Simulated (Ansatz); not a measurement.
A nudged elastic band was laid between two geometries of C₂H₁₀AlFSi₂ (16 atoms, charge 0, multiplicity 1).

Computed with RKS B3LYP-D4/STO-3G (Ansatz 0.2.0).

- movable images: 9
- climbing image: yes
- spring: 5.0 eV/Å²
- optimiser: quadratic models (default)
- start path: IDPP
- force threshold: 0.03 eV/Å
- iteration limit: 27
- end points: relaxed

First end point:

```xyz
16
Properties=species:S:1:pos:R:3
C 1.216 0.973 2.160
Al 1.083 1.463 0.311
Si -0.120 0.107 -1.130
C 0.649 -1.631 -1.195
F -0.121 0.665 -2.701
Si -2.282 -0.195 -0.466
H 0.851 -0.039 2.376
H 0.634 1.662 2.790
H 2.252 1.029 2.523
H 1.742 2.737 -0.143
H 1.691 -1.608 -1.542
H 0.097 -2.299 -1.869
H 0.646 -2.096 -0.200
H -3.056 -1.003 -1.382
H -2.982 1.061 -0.312
H -2.325 -0.850 0.823
```

Last end point:

```xyz
16
Properties=species:S:1:pos:R:3
C 1.547 1.114 1.857
Al 1.107 1.477 0.028
Si -0.313 0.035 -1.099
C 0.455 -1.703 -1.192
F -0.594 0.496 -2.676
Si -2.321 -0.230 -0.049
H 1.217 0.127 2.204
H 1.086 1.856 2.526
H 2.630 1.174 2.035
H 1.675 2.712 -0.616
H 0.628 -2.107 -0.186
H 1.421 -1.698 -1.714
H -0.197 -2.410 -1.721
H -3.238 -1.081 -0.774
H -2.991 1.034 0.162
H -2.134 -0.819 1.259
```

Q: What changes between the two ends?

A: No bond is made or broken. The dihedral Si6–Si3–C4–H12 goes from 58 to 178°. The two ends are copies of one structure, up to a mirror image or an exchange of like atoms.

Q: Give the energies along the band, and the barrier.

A: It converged. The highest image is number 5 of 0 to 10, 4.5 kJ/mol above the ends, which have the same energy within 2 meV. A vibrational analysis at the climbing image gives one clearly imaginary mode, 138i cm⁻¹: a first-order saddle point. Limits of this set-up: minimal basis.

```tsv
image	path coordinate (Å)	energy (kJ/mol)	dihedral Si6–Si3–C4–H12 (°)
0	0.00	0.0	58
1	0.37	0.4	69
2	0.73	1.5	81
3	1.10	2.9	93
4	1.46	4.1	105
5	1.83	4.5	118
6	2.19	4.1	130
7	2.55	2.9	142
8	2.92	1.6	154
9	3.28	0.4	166
10	3.64	0.0	178
```

Q: What is the geometry of the highest image?

A: 
```xyz
16
Properties=species:S:1:pos:R:3
C 1.524 1.129 1.880
Al 1.096 1.486 0.046
Si -0.297 0.023 -1.089
C 0.480 -1.718 -1.184
F -0.561 0.471 -2.674
Si -2.325 -0.227 -0.075
H 1.201 0.137 2.223
H 1.047 1.865 2.544
H 2.604 1.202 2.069
H 1.661 2.723 -0.596
H 1.459 -1.771 -0.690
H 0.630 -2.009 -2.232
H -0.155 -2.485 -0.722
H -3.228 -1.087 -0.806
H -3.001 1.039 0.110
H -2.160 -0.801 1.242
```

Q: What are the harmonic wavenumbers there?

A: 138i, 8, 22, 57, 90, 123, 174, 226, 228, 262, 436, 466, 560, 598, 622, 700, 769, 802, 811, 860, 925, 954, 973, 1060, 1139, 1146, 1501, 1522, 1710, 1715, 1717, 1721, 2482, 2632, 2684, 2686, 3280, 3300, 3436, 3456, 3465, 3472 cm⁻¹.

Run time: 5.3 min on 1 thread of Arm Neoverse N1, with other jobs on the host, peak memory 0.14 GiB.
